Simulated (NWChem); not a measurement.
System: CH3BrSZn; SMILES C[S][Zn][Br]

Here is an NWChem input.

```
start job
memory heap 200 mb stack 900 mb global 1100 mb
geometry units angstroms noautosym nocenter noautoz
  Zn     0.256547     0.355653    -0.006771
  Br    -0.505275    -1.743484     0.001951
  S      1.025174     2.365668    -0.016092
  C     -0.521259     3.380944     0.085411
  H     -1.162021     3.231008    -0.785905
  H     -0.196319     4.423737     0.102328
  H     -1.081729     3.177635     1.000165
end
basis spherical
  Zn library def2-svp
  Br library def2-svp
  S library def2-svp
  C library def2-svp
  H library def2-svp
end
dft
  xc b3lyp
  iterations 150
end
property
  response 1 0.0773
end
task dft property
```

Excerpt of the output:

```
             Northwest Computational Chemistry Package (NWChem) 7.3.0
             --------------------------------------------------------

                             Geometry "geometry" -> ""
                             -------------------------

 Output coordinates in angstroms (scale by  1.889725989 to convert to a.u.)

  No.       Tag          Charge          X              Y              Z
 ---- ---------------- ---------- -------------- -------------- --------------
    1 Zn                  30.0000     0.25654700     0.35565300    -0.00677100
    2 Br                  35.0000    -0.50527500    -1.74348400     0.00195100
    3 S                   16.0000     1.02517400     2.36566800    -0.01609200
    4 C                    6.0000    -0.52125900     3.38094400     0.08541100
    5 H                    1.0000    -1.16202100     3.23100800    -0.78590500
    6 H                    1.0000    -0.19631900     4.42373700     0.10232800
    7 H                    1.0000    -1.08172900     3.17763500     1.00016500

 Effective nuclear repulsion energy (a.u.)     557.8380757764

                              NWChem Property Module
                              ----------------------

                                 NWChem DFT Module
                                 -----------------

 Summary of "ao basis" -> "ao basis" (spherical)
 ------------------------------------------------------------------------------
       Tag                 Description            Shells   Functions and Types
 ---------------- ------------------------------  ------  ---------------------
 Zn                         def2-svp                11       31   5s3p2d1f
 Br                         def2-svp                12       32   5s4p3d
 S                          def2-svp                 8       18   4s3p1d
 C                          def2-svp                 6       14   3s2p1d
 H                          def2-svp                 3        5   2s1p

            General Information
            -------------------
          SCF calculation type: DFT
          Wavefunction type:  closed shell.
          No. of atoms     :     7
          No. of electrons :    90
           Alpha electrons :    45
            Beta electrons :    45
          Charge           :     0
          Spin multiplicity:     1
          Use of symmetry is: off; symmetry adaption is: off
          Maximum number of iterations: 150
          AO basis - number of functions:   110
                     number of shells:    46
          Convergence on energy requested:  1.00D-06
          Convergence on density requested:  1.00D-05
          Convergence on gradient requested:  5.00D-04

              XC Information
              --------------
                         B3LYP Method XC Potential
                     Hartree-Fock (Exact) Exchange  0.200
                        Slater Exchange Functional  0.800 local
                    Becke 1988 Exchange Functional  0.720 non-local
              Lee-Yang-Parr Correlation Functional  0.810
                  VWN I RPA Correlation Functional  0.190 local

             Grid Information
             ----------------
          Grid used for XC integration:  medium
          Radial quadrature: Mura-Knowles
          Angular quadrature: Lebedev.
          Tag              B.-S. Rad. Rad. Pts. Rad. Cut. Ang. Pts.
          ---              ---------- --------- --------- ---------
          Zn                  1.35      112          11.0       590
          Br                  1.15      112          14.0       590
          S                   1.00       88          11.0       590
          C                   0.70       49          12.0       434
          H                   0.35       45          14.0       434
          Grid pruning is: on
          Number of quadrature shells:   496
          Spatial weights used:  Erf1

      Superposition of Atomic Density Guess
      -------------------------------------

 Sum of atomic energies:       -4786.11725445

      Non-variational initial energy
      ------------------------------

 Total energy =   -4787.337795
 1-e energy   =   -7780.840305
 2-e energy   =    2435.664435
 HOMO         =      -0.287542
 LUMO         =      -0.022769

   convergence    iter        energy       DeltaE   RMS-Dens  Diis-err
 ---------------- ----- ----------------- --------- --------- ---------
 d= 0,ls=0.0,diis     1  -4791.0512063896 -5.35D+03  1.26D-02  4.48D-01
 d= 0,ls=0.0,diis     2  -4791.0661022172 -1.49D-02  6.38D-03  3.02D-01
 d= 0,ls=0.0,diis     3  -4791.1038713027 -3.78D-02  1.53D-03  3.41D-02
 d= 0,ls=0.0,diis     4  -4791.1074554618 -3.58D-03  2.89D-04  6.53D-03
 d= 0,ls=0.0,diis     5  -4791.1078636449 -4.08D-04  8.37D-05  9.92D-05
  Resetting Diis
 d= 0,ls=0.0,diis     6  -4791.1078705758 -6.93D-06  2.76D-05  8.09D-06
 d= 0,ls=0.0,diis     7  -4791.1078716788 -1.10D-06  1.81D-05  1.05D-06
 d= 0,ls=0.0,diis     8  -4791.1078715289  1.50D-07  1.01D-05  2.38D-06
 d= 0,ls=0.0,diis     9  -4791.1078718183 -2.89D-07  7.01D-07  1.49D-08

         Total DFT energy =    -4791.107871818258
      One electron energy =    -7780.437531504011
           Coulomb energy =     2626.355272044540
    Exchange-Corr. energy =     -194.863688135151
 Nuclear repulsion energy =      557.838075776363

 Numeric. integr. density =       89.999998503745

                       DFT Final Molecular Orbital Analysis
                       ------------------------------------

 Vector   43  Occ=2.000000D+00  E=-2.891300D-01
              MO Center= -4.3D-01, -1.5D+00,  1.3D-03, r^2= 2.0D+00
   Bfn.  Coefficient  Atom+Function         Bfn.  Coefficient  Atom+Function
  ----- ------------  ---------------      ----- ------------  ---------------
    48      0.589494  2 Br pz                45      0.508861  2 Br pz
    42     -0.341194  2 Br pz                14      0.131318  1 Zn pz
    39      0.110934  2 Br pz                76      0.085520  3 S  pz
    16      0.076559  1 Zn d -1              73      0.063507  3 S  pz
    11     -0.051996  1 Zn pz                70      0.036392  3 S  pz

 Vector   44  Occ=2.000000D+00  E=-2.865752D-01
              MO Center=  5.2D-02, -2.2D-01, -3.9D-03, r^2= 6.0D+00
   Bfn.  Coefficient  Atom+Function         Bfn.  Coefficient  Atom+Function
  ----- ------------  ---------------      ----- ------------  ---------------
    46      0.398619  2 Br px                43      0.335837  2 Br px
    47     -0.274148  2 Br py                44     -0.251041  2 Br py
    40     -0.225573  2 Br px                74     -0.226214  3 S  px
     4      0.183078  1 Zn s                 71     -0.181657  3 S  px
    75     -0.178990  3 S  py                41      0.167553  2 Br py

 Vector   45  Occ=2.000000D+00  E=-2.411685D-01
              MO Center=  8.2D-01,  2.2D+00, -8.6D-03, r^2= 2.4D+00
   Bfn.  Coefficient  Atom+Function         Bfn.  Coefficient  Atom+Function
  ----- ------------  ---------------      ----- ------------  ---------------
    76      0.635109  3 S  pz                73      0.428515  3 S  pz
    70      0.245820  3 S  pz                14      0.128030  1 Zn pz
    48     -0.124937  2 Br pz                96      0.120987  5 H  s
   106     -0.118637  7 H  s                 87     -0.104904  4 C  pz
    16     -0.100378  1 Zn d -1              45     -0.098171  2 Br pz

 Vector   46  Occ=0.000000D+00  E=-4.619709D-02
              MO Center=  1.9D-01,  4.0D-01, -1.4D-03, r^2= 5.4D+00
   Bfn.  Coefficient  Atom+Function         Bfn.  Coefficient  Atom+Function
  ----- ------------  ---------------      ----- ------------  ---------------
     5      0.782749  1 Zn s                  4      0.553818  1 Zn s
    47     -0.399405  2 Br py                75      0.383397  3 S  py
    67     -0.339978  3 S  s                 36     -0.257969  2 Br s
     3     -0.253718  1 Zn s                 35     -0.228766  2 Br s
    44     -0.223518  2 Br py                74      0.201722  3 S  px

 Vector   47  Occ=0.000000D+00  E=-7.993502D-03
              MO Center=  1.8D-01,  1.4D+00,  1.6D-02, r^2= 5.0D+00
   Bfn.  Coefficient  Atom+Function         Bfn.  Coefficient  Atom+Function
  ----- ------------  ---------------      ----- ------------  ---------------
    84      1.171212  4 C  s                 12      0.690139  1 Zn px
   102     -0.506617  6 H  s                107     -0.397453  7 H  s
    97     -0.389171  5 H  s                 67     -0.363437  3 S  s
    13     -0.306235  1 Zn py                75     -0.294237  3 S  py
    74      0.288860  3 S  px                88      0.233552  4 C  px

 Vector   48  Occ=0.000000D+00  E= 2.920177D-02
              MO Center=  1.3D-01,  5.8D-01,  2.8D-03, r^2= 3.7D+00
   Bfn.  Coefficient  Atom+Function         Bfn.  Coefficient  Atom+Function
  ----- ------------  ---------------      ----- ------------  ---------------
    14      0.974403  1 Zn pz               107      0.432954  7 H  s
    97     -0.425205  5 H  s                 90     -0.333139  4 C  pz
    11     -0.255563  1 Zn pz                76     -0.192341  3 S  pz
    48     -0.178815  2 Br pz                45     -0.146244  2 Br pz
    73     -0.138406  3 S  pz                42      0.088129  2 Br pz

     Multipole analysis of the density
     ---------------------------------

     L   x y z        total         alpha         beta         nuclear
     -   - - -        -----         -----         ----         -------
     0   0 0 0     -0.000000    -45.000000    -45.000000     90.000000

     1   1 0 0     -0.329646     -0.965071     -0.965071      1.600496
     1   0 1 0      0.661992    -17.258934    -17.258934     35.179861
     1   0 0 1      0.028712     -0.398301     -0.398301      0.825313

     2   2 0 0    -39.195475    -76.583058    -76.583058    113.970642
     2   1 1 0     -4.554751    -98.230563    -98.230563    191.906374
     2   1 0 1     -0.046361      1.416770      1.416770     -2.879901
     2   0 2 0    -39.737375   -570.559889   -570.559889   1101.382402
     2   0 1 1      0.239892     -3.493604     -3.493604      7.227099
     2   0 0 2    -38.658750    -22.325265    -22.325265      5.991781

 *** CALLING NEW AORESP DRIVER FOR CLOSED AND OPEN SHELLS ***
 Entering AOResponse driver routine

--------------------------------------------------------------------------------

          -----------------------------------------------
          Solving response equations for perturbing field
          -----------------------------------------------

 number of frequencies:     1
 frequency in a.u.:  0.7730000E-01
 Perturbing field: electric
 Using El. Dipole Length Gauge

 Setting up CPKS with frequency omega =      0.07730000 a.u.

                            NWChem Dynamic CPHF Module
                            --------------------------

    scftype = RHF
    nclosed =   45
      nopen =    0
  variables =     5850
  num. vecs =        3
  tolerance =   1.0D-04
  max. iter =   50

 SCF residual:    4.9342494616054158E-005

Iterative solution of linear equations
  No. of variables     5850
  No. of equations        3
  Maximum subspace       30
       Convergence  1.0D-04

   iter   nsub   residual    time
   ----  ------  --------  ---------
     1      3    3.55D+00      58.7
     2      6    1.28D+00      88.2
     3      9    3.79D-01     126.6
     4     12    1.62D-01     160.6
     5     15    1.08D-01     194.6
     6     18    2.07D-02     229.0
     7     21    1.65D-03     264.1
     8     24    2.42D-04     299.5
     9     27    1.46D-04     334.2
    10     30    5.52D-05     369.3

 Electric Dipole Response Matrix (nonzero elements):

              1        2        3
    1   52.3268   8.2369  -0.4946
    2    8.2369 102.2971   0.5581
    3   -0.4946   0.5581  40.8289

 ------------------------------------------
 average:        65.15092 + I       0.00000

 DFT Linear Response polarizability / au
 Frequency  =       0.0773000 / au
 Wavelength =     589.4353558 / nm
              X              Y              Z
 -----------------------------------------------
 X      52.3268154      8.2368738     -0.4946088
 Y       8.2368787    102.2970505      0.5580869
 Z      -0.4946081      0.5580900     40.8289037
 -----------------------------------------------
 Eigenvalues =      51.0366812    103.6233254     40.7927630
 Isotropic   =      65.1509232
 Anisotropic =      58.3865249
 -----------------------------------------------

 Magnetic Dipole Response Matrix (nonzero elements):
```

Level: B3LYP/def2-SVP. Geometry: optimised at B3LYP/6-31G* (spherical d). No frequency run checked for a minimum.
